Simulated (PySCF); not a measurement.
## Static response to an electric field

Compound: BBrH₂.
Structure used (PBE0-D3(BJ)/def2-SVP), in Å, numbered top down from 1:
```xyz
4
BBrH2 angstrom
B     -0.0449    0.1142   -0.2760
Br     1.8111   -0.0046   -0.6177
H     -0.6407    1.0593   -0.7199
H     -0.5573   -0.7598    0.3716
```

The species is `BBr` (BBrH2).

Level: wB97X-D/def2-SVPD (PySCF), static field, nuclei fixed, core orbitals frozen in the response. The polarisability tensor in these axes (au):

```
x   46.39 -1.14 -2.88
y   -1.14 32.97 -1.32
z   -2.88 -1.32 31.84
```

Q: What are the eigenvalues, a third of the trace, and Δα (Δα² = ½Σ(αi − αj)² over the three pairs)?

A: Principal values 30.39, 33.82 and 46.99 au; mean 37.07 au = 5.49 Å³ = 6.11 × 10⁻⁴⁰ C²·m²/J; Δα = 15.18 au (41 % of the mean).

Q: What is the dipole moment, and where does it point?

A: (-0.62, 0.04, 0.11) D, 0.63 D in size, pointing from the negative to the positive side. Measured along this direction, the outermost atoms are Br2 at the negative end and H4 and H3 at the positive end.

Q: In a dilute gas of rigid molecules at 298 K, how does the orientational term μ²/3kT compare with the electronic polarisability?

A: In Gaussian units μ²/3kT = 3.23 Å³ against 5.49 Å³, a ratio of 0.59; the Debye molar polarisation (4π/3)N_A(α + μ²/3kT) is 22.0 cm³/mol, leaving out the vibrational part.

Q: Find the Langevin capture rate constant for H3O+ (19.018 u) meeting this molecule (91.943 u), k = 2.342 × 10⁻⁹ cm³/s × √(α in Å³ / reduced mass in u).

A: The reduced mass is 15.76 u, so k = 1.38 × 10⁻⁹ cm³/s. The formula leaves out the permanent dipole, which adds to the capture rate.

Q: Sum over states: ᾱ = Σ f/ω², ω in Eh. What share falls to these 10 lowest TDDFT singlets (eV, f)? 4.72, 0.0000; 6.56, 0.1193; 6.97, 0.0027; 7.31, 0.0000; 7.75, 0.0501; 8.10, 0.0000; 8.80, 0.0959; 8.92, 0.0712; 9.01, 0.0000; 9.20, 0.0626.

A: They add up to 4.84 au, 13.1 % of the 37.07 au; the largest single term is 2.06 au, from the state at 6.56 eV. Terms in order: 0.00, 2.06, 0.04, 0.00, 0.62, 0.00, 0.92, 0.66, 0.00, 0.55 au. Higher excitations give the rest. The strengths listed sum to 0.402.

Q: What molar refraction does this α imply?

A: Lorentz–Lorenz: R = (4π/3)N_A α = 2.5225 cm³/(mol·Å³) × 5.49 Å³ = 13.9 cm³/mol, in the limit of long wavelengths.

Q: What are the principal values of the traceless quadrupole moment, Θ = ½Σq(3rr − r²1), about the centre of nuclear charge?

A: -1.99, 0.45, 1.54 D·Å. The values depend on the origin, since the dipole doesn't vanish. The electronic extent ⟨r²⟩ about the same centre is 154 bohr², a root-mean-square distance of 1.01 Å for the 42 electrons.

Isolated species at its PBE0-D3(BJ)/def2-SVP geometry, gas phase. The calculation is non-relativistic, for bromine too.

Note: wB97X-D ran without an empirical dispersion term, which enters the total energy and its gradient alone.
